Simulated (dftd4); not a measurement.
titanium atom (Ti), triplet; D4 for blyp run with dftd4 4.2.0.

Here is a job for dftd4.
```
$ dftd4 mol.xyz --func blyp --charge 0 --json dftd4.json --noedisp --property

# file mol.xyz
1

Ti     0.00000000     0.00000000     0.00000000
```

It wrote (shortened):

```
                    ____  _____ _____     ____  _  _
      -------------|  _ \|  ___|_   _|---|  _ \| || |------------
     |             | | | | |_    | | ___ | | | | || |_           |
     |             | |_| |  _|   | ||___|| |_| |__   _|          |
     |             |____/|_|     |_|     |____/   |_|            |
     |             ===================================           |
     |            E. Caldeweyher, S. Ehlert & S. Grimme          |
     |          Mulliken Center for Theoretical Chemistry        |
     |                    University of Bonn                     |
      -----------------------------------------------------------

Rational (Becke-Johnson) damping: blyp-D4-ATM
---------------------
  s6         1.0000
  s8         2.3408
  s9         1.0000
  a1         0.4449
  a2         4.0933
 alp        16.0000
--------------------

Atomic data, radii in Ångström:
------------------------------------------------------
   Z          R(cov)      r4/r2   hardness         EN
------------------------------------------------------
  22 Ti       1.6267     3.3274     0.2174     1.5400
------------------------------------------------------

Atomic reference systems (in atomic units):
----------------------------------------------------------------------------
   Z        #      CN     q+Z       C6(AA)   #      CN     q+Z       C6(AA)
----------------------------------------------------------------------------
  22 Ti     1  0.0000 22.0000    1412.2785   2  1.6228 22.3226     236.3123
            3  3.4328 22.5351     214.7539   4  4.4385 22.9040      88.5341
----------------------------------------------------------------------------

Atomic properties (in atomic units):
----------------------------------------------------------------------------
     #    Z              CN          q      C6(AA)        C8(AA)   alpha(0)
----------------------------------------------------------------------------
     1   22 Ti       0.0000     0.0000   1412.2785   167515.4020   114.7244
----------------------------------------------------------------------------

Molecular properties (in atomic units):
----------------------------------------
 molecular C6                1412.2785
 molecular C8              167515.4020
----------------------------------------

Dispersion energy:       0.0000000000000E+00 Eh

[Info] JSON dump of results written to 'dftd4.json'
```
